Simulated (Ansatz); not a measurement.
Relaxation of Cl₂H₄O₂Sn (9 atoms, charge 0, multiplicity 1), to a largest force component of 0.03 eV/Å in at most 50 steps.

Level of theory: RKS r2SCAN-D4/def2-SVP in Ansatz 0.2.0.

```xyz
9
Properties=species:S:1:pos:R:3
Sn -0.217 -0.163 -0.008
Cl -0.535 -0.198 2.366
O 1.724 0.107 -0.336
H 2.122 -0.692 -0.712
Cl -1.488 1.527 -0.984
H -0.727 -1.682 -0.598
O 1.270 2.306 1.264
H 1.940 1.738 0.843
H 1.052 1.809 2.087
```

**Question.** Where does it end, and by what steps?

**Answer.** The run converged. After 8 steps the energy has fallen by 0.270 eV; O7 moved furthest, 0.48 Å. Joined: Sn1–O7.

```
step  energy less start (eV)  largest force component (eV/Å)  accepted
   0                  0.0000                           0.672       yes
   1                 -0.0550                           1.369       yes
   2                 -0.1694                           1.554       yes
   3                 -0.1981                           1.175       yes
   4                 -0.2527                           0.311       yes
   5                 -0.2612                           0.209       yes
   6                 -0.2685                           0.066       yes
   7                 -0.2690                           0.064       yes
   8                 -0.2695                           0.015       yes
```

```xyz
9
Properties=species:S:1:pos:R:3
Sn -0.091 0.037 0.148
Cl -0.558 -0.245 2.467
O 1.869 0.052 -0.288
H 2.139 -0.711 -0.819
Cl -1.426 1.628 -0.951
H -0.630 -1.463 -0.500
O 0.990 1.969 1.071
H 1.869 1.670 0.763
H 0.979 1.816 2.030
```

Whether the end is a true minimum wasn't checked by a vibrational analysis.

The run took 12 s on 4 threads of Intel(R) Xeon(R) 6975P-C (Granite Rapids), on a shared host, peak memory 0.21 GiB.
